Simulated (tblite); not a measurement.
C$_{5}$H$_{10}$BO$_{2}$, doublet, at a GFN2-xTB geometry; GFN1-xTB in tblite.

The tblite input:
```
$ tblite run mol.xyz --method gfn1 --charge 0 --spin 1 --grad --json tblite.json --no-restart

# file mol.xyz
18

C      1.38783337    -1.67713362    -0.49869636
C      0.79873560    -0.41684391     0.00159427
O      1.56256697     0.70592981     0.12310994
B      0.71090051     1.76643767     0.29491471
O     -0.59015660     1.38139942     0.26214498
C     -0.65228721    -0.03006612     0.05195812
C     -1.39560536    -0.31547624    -1.26577292
C     -1.40075495    -0.68264337     1.22658614
H      2.42266284    -1.74844629    -0.17117652
H      1.38034292    -1.73094878    -1.59463291
H      0.82869591    -2.53095126    -0.11943654
H      1.06725639     2.85930756     0.44861849
H     -2.40410858     0.08499364    -1.20716015
H     -0.87726423     0.16310918    -2.09326871
H     -1.44018145    -1.38639621    -1.44029850
H     -0.89157880    -0.45513150     2.15976303
H     -2.41410674    -0.29358893     1.27639362
H     -1.43303248    -1.75979002     1.09056981
```

What the program printed (banner, timings and long lists left out):

```
xTB calculator
 | screened Coulomb repulsion
 | Coulomb electrostatics
 |  * isotropic Klopman-Ohno-Mataga-Nishimoto electrostatics
 |  * onsite third-order electrostatics
 | DFT-D3(BJ) dispersion correction

halogen bonding energy    0.0000000000000E+00 Eh
repulsion energy          2.8011699197296E-01 Eh
dispersion energy        -7.4513492837201E-03 Eh
number of electrons       4.5000000000000E+01 e
integral cutoff           2.1261634374110E+01 bohr

------------------------------------------------------------
  cycle        total energy    energy error   density error
------------------------------------------------------------
      1     -26.59814147023  -2.6870807E+01   6.2436937E-01
      2     -26.80416768201  -2.0602621E-01   3.5400822E-01
      3     -26.80410318248   6.4499526E-05   1.0341105E-01
      4     -26.80765782979  -3.5546473E-03   2.3314144E-02
      5     -26.80946497137  -1.8071416E-03   1.9775881E-03
      6     -26.80947543432  -1.0462953E-05   5.7360621E-04
      7     -26.80947611751  -6.8319013E-07   2.2373734E-04
      8     -26.80947627390  -1.5639094E-07   2.9537458E-05
      9     -26.80947627526  -1.3604868E-09   1.0176317E-05
------------------------------------------------------------

electronic energy        -2.7082141917953E+01 Eh
total energy             -2.6809476275264E+01 Eh

Post processing:
 | Mayer-Wiberg bond orders

[Info] Tight-binding results written to 'tblite.txt'
[Info] JSON dump of results written to 'tblite.json'
```
